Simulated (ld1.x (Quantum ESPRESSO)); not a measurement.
Cutoff test, F, RRKJ

ld1.x (Quantum ESPRESSO) 7.5 input, shortened:

```
&input
   title='F', zed=9., rel=1, dft='PBESOL', iswitch=3,
   config='[He] 2s2 2p3'
 /
 &inputp
   pseudotype=2, tm=.false., lloc=1,
   nlcc=.true., new_core_ps=.true., rcore=0.50
 /
2
2S  1  0   2.00   0.00  0.55  0.55  0.0
2P  2  1   3.00   0.00  1.00  1.00  0.0
 &test
   configts(1)='2s2 2p3'
 /
```

The pseudo-atom Hamiltonian at the reference potential is diagonalised in spherical Bessel functions j_l(qr) that vanish at 20 bohr, with q² up to the cutoff. All-electron valence levels (Ry): 2s -4.9798, 2p -3.5924.

Question: How do the lowest levels (Ry) of each channel move with the cutoff, and are there ghosts?

Answer:

| cutoff (Ry) | s #1 | p #1 | p #2 | d #1 | d #2 | f #1 | Σ f·Δε (mRy) |
| --- | --- | --- | --- | --- | --- | --- | --- |
| 8 | -4.5953 | -1.8173 | -0.5820 | -0.5428 | -0.2832 | -0.2554 | 6094.2 |
| 15 | -4.7391 | -2.2773 | -0.6662 | -0.5499 | -0.2862 | -0.2554 | 4426.7 |
| 25 | -4.7515 | -2.6837 | -0.7319 | -0.5528 | -0.2874 | -0.2554 | 3182.6 |
| 35 | -4.8046 | -2.9938 | -0.7769 | -0.5538 | -0.2878 | -0.2554 | 2146.0 |
| 50 | -4.8894 | -3.2850 | -0.8149 | -0.5544 | -0.2881 | -0.2554 | 1103.0 |
| 70 | -4.9412 | -3.4878 | -0.8394 | -0.5548 | -0.2883 | -0.2554 | 391.1 |
| 100 | -4.9585 | -3.5818 | -0.8507 | -0.5551 | -0.2884 | -0.2554 | 74.5 |
| 140 | -4.9600 | -3.5918 | -0.8521 | -0.5551 | -0.2884 | -0.2554 | 41.3 |
| 180 | -4.9670 | -3.5920 | -0.8521 | -0.5551 | -0.2884 | -0.2554 | 27.0 |
| 260 | -4.9780 | -3.5924 | -0.8522 | -0.5551 | -0.2884 | -0.2554 | 3.5 |
| 400 | -4.9797 | -3.5924 | -0.8522 | -0.5551 | -0.2884 | -0.2554 | 0.0 |

Result: no extra level below or beside the all-electron valence levels (s, p, d, f tested); 10 mRy is reached at 230 Ry and 1 mRy at 300 Ry.
